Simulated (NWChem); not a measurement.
# Total energies of 1,2,4-triazole (C₂H₃N₃)

```xyz
8

C     -1.1194    -0.0220     0.0000
N     -0.4122     1.1421     0.0000
C      0.8382     0.7262     0.0000
N      0.8674    -0.6272     0.0000
N     -0.3845    -1.1231     0.0000
H     -2.2086    -0.0608     0.0000
H      1.7350     1.3460     0.0000
H      1.6654    -1.2532     0.0000
```
Charge 0, spin multiplicity 1.

Program: NWChem. The geometry was optimised at B3LYP/def2-SVP, a minimum by its harmonic frequencies.

Basis set: STO-3G (28 functions).

```tsv
method	total energy (Ha)
RHF	-237.73605
MP2	-238.02576
B2PLYP	-238.75209
PBE	-238.84713
B3LYP	-239.10243
CAM-B3LYP	-238.98047
CCSD(T)	-238.07768
```

Total energies of different functionals aren't comparable as a measure of quality: only differences taken within one method are. 

The correlated methods keep 5 core orbitals frozen. B3LYP has NWChem's definition, with VWN1-RPA local correlation. Coupled-cluster values serve here as a point of comparison, not as the truth.
